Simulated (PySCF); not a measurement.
## Radial density of Xe⁺ (xenon, charge +1)

UHF, [Kr] 4d10 5s2 5p4 6s1, 6s spin antiparallel (an excited configuration). Calculation: PySCF 2.14, in aug-cc-pVQZ-DK3 (9s8p6d3f2g, 102 functions); scalar relativity by spin-free X2C-1e.

```tsv
r (bohr)	4πr²ρ (e/bohr)	4πr²(ρα − ρβ)
0.0248	66.64	0.0175
0.0418	62.50	0.0473
0.0703	88.05	0.0438
0.118	75.43	-0.0128
0.199	72.47	0.0894
0.335	52.39	0.0045
0.563	27.14	0.2365
0.946	19.23	-0.0302
1.59	5.499	1.1321
2.68	1.752	0.6050
4.50	0.3357	-0.2609
7.58	0.05975	-0.0597
12.7	0.0001086	-0.0001
```

Densities and radii are taken from the X2C orbitals without a picture-change correction, which distorts them close to the nucleus.

The outer electron is Rydberg-like, and this basis confines it to a smaller radius and binds it less than a complete one would. With the s spin flipped the determinant is a mixture of two multiplicities, not a spectroscopic state.
